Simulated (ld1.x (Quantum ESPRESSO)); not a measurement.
Transferability test, TM potential for indium (In)

indium, norm-conserving Troullier–Martins (Kleinman–Bylander form), made with ld1.x (Quantum ESPRESSO) 7.5 (Wu–Cohen, fully relativistic). Core [Kr] 4d10, reference 5s1.75 5p1.25. Waves: 5p (bound): rc 3.05 bohr; 5s (bound): rc 1.60 bohr. Local part: the s channel. Core correction: none.

Open shells are filled in proportion to 2j + 1 (rel_dist='average').

Energies are relative to the spin-unpolarised reference configuration 5s1.75 5p1.25; without spin polarisation the order of configurations can differ from experiment.

```json
{"valence configuration": "5s2 5p1", "charge": "0", "ΔE all-electron (eV)": "-1.448", "error AE − PS (meV)": "+1.0"}
{"valence configuration": "5s2 5p0", "charge": "+1", "ΔE all-electron (eV)": "3.914", "error AE − PS (meV)": "-0.6"}
{"valence configuration": "5s1 5p0", "charge": "+2", "ΔE all-electron (eV)": "23.211", "error AE − PS (meV)": "-6.4"}
{"valence configuration": "5s2 5p1.3", "charge": "-0.3", "ΔE all-electron (eV)": "-1.975", "error AE − PS (meV)": "+0.1"}
{"valence configuration": "5s2 5p0.5", "charge": "+0.5", "ΔE all-electron (eV)": "0.491", "error AE − PS (meV)": "+0.8"}
{"valence configuration": "5s1 5p2", "charge": "0", "ΔE all-electron (eV)": "4.442", "error AE − PS (meV)": "+11"}
```

What are ΔE and the potential's error for 5s0 5p3?

ΔE = 10.578 eV all-electron; the error (AE − PS) is +96 meV.

Note: ghost state, extra bound levels that the all-electron valence spectrum of the same l lacks: p1/2 at -5104.7 eV. A true bound ghost makes a file unfit for plane-wave use.
